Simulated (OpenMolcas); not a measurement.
**d2 ions of charge +3 down a group on the Mg site of KMgF3**

```yaml
Program: OpenMolcas 26.06
Method: SS-CASPT2, IPEA 0.25 Eh, imaginary shift 0.1 Eh
Spin-orbit_coupling: RASSI with atomic mean-field integrals over the reference wave functions
```

The d shell is active; CASPT2 correlates the ligand valence shells and the outer metal core. Each dopant is a cluster with its nearest anions in model potentials and point charges, with no relaxation and no local charge compensation. Distances were set from a Shannon-type radius of the metal (high-spin where two are listed) plus a fixed donor radius (F 1.31 Å), in hosts weighted 0.65 to 0.35 with the host's distance in the model lattice. Ligand basis ANO-RCC-VDZP, DKH2 Hamiltonian. States (labels of O, the rotations of Oh). Energies in cm-1 above the lowest state or level, χT in cm3 K/mol; under a threefold ground state the first gap can be a small split of the lowest multiplet, not the spin-orbit step; 10Dq and B are least-squares fits to the states below 45000 cm-1, weighted by degeneracy, with a free offset, and given where the rms deviation is under 5 % of |10Dq| (or 100 cm-1) and under 700 cm-1. Spin-only χT is S(S+1) / 2 for the spin of the ground state.

| Ion | Shell | R (Å) | Metal basis | Ground state | First state of that spin | 10Dq | B (rms of fit) | First gap with spin-orbit (degeneracies) | χT at 300 K | First state of another spin | Spin-only χT |
| --- | --- | --- | --- | --- | --- | --- | --- | --- | --- | --- | --- |
| V3+ | 3d2 | 1.963 | ANO-RCC-VTZP | 3T1 | 3T2 14900 | 16433 | 794 (301) | 5 (2, 3) | 0.890 | 1T2 10580 | 1.000 |
| Nb3+ | 4d2 | 2.015 | ANO-RCC-VTZP | 3T1 | 3T2 28900 | 30493 | 551 (105) | 20 (2, 3) | 0.467 | 1T2 7300 | 1.000 |

|10Dq| changes by a factor of 30493 / 16433 = 1.86 from V3+ to Nb3+.

B goes from 794 cm-1 (V3+) to 551 cm-1 (Nb3+).

χT departs most from the spin-only value for Nb3+, by -0.533 cm3 K/mol.

Roots that are degenerate in the reference are averaged as groups; the widest CASPT2 spread within a group is 540 cm-1 (the 3-fold group of multiplicity 3 near 28900 cm-1 above the lowest state of its run, Nb3+). Shifts and gaps below about the spread of the groups concerned are not significant. Over all roots computed the reference weight is 0.74 to 0.75 in V3+, 0.73 to 0.74 in Nb3+; a low but even weight reflects the number of correlated electrons. An orbital triplet at a regular site is open to Jahn-Teller coupling, which can distort the site and quench the lowest spin-orbit gaps and is left out. Ligand-to-metal charge-transfer states are missing. With no ligand orbital active B as a rule stays too high, so bands that hang on it stand too high and its fall with covalency is understated. With one d shell and no ligand orbital active, 10Dq can be off by a tenth or more. The least metal-like active orbital is 82 % on the metal (Löwdin) and no ligand orbital is active, so the numbers are rough (holds for Nb3+). No measured value stands beside these numbers; the geometry was set by hand and not optimised.
